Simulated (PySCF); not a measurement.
CHF₂, charge -1, singlet, at a GFN2-xTB geometry, with bond 3-1 at 1.3 times its length.

Input for PySCF:
```python
from pyscf import gto, scf

mol = gto.Mole()
mol.atom = '''
    C    -0.122049   -0.004221    0.645091
    F    -0.023478    1.132899   -0.272100
    F     0.040698   -1.468703   -0.559967
    H     0.915325    0.005947    1.115243
'''
mol.basis = '3-21g'
mol.charge = -1
mol.spin = 0
mol.verbose = 4
mol.build()

mf = scf.RHF(mol)
mf.kernel()
```

Question: What does this run give for the HOMO energy, Mulliken (on the basis functions themselves) charges in atom order, number of basis functions, total energy, nuclear repulsion energy, HOMO-LUMO gap?

Answer: 
| Item | Value |
|---|---|
| HOMO energy | -2.72 eV |
| Mulliken (on the basis functions themselves) charges in atom order | C1 0.05, F2 -0.49, F3 -0.58, H4 0.02 |
| number of basis functions | 29 |
| total energy | -235.8953 Eh |
| nuclear repulsion energy | 58.0320 Eh |
| HOMO-LUMO gap | 14.90 eV |
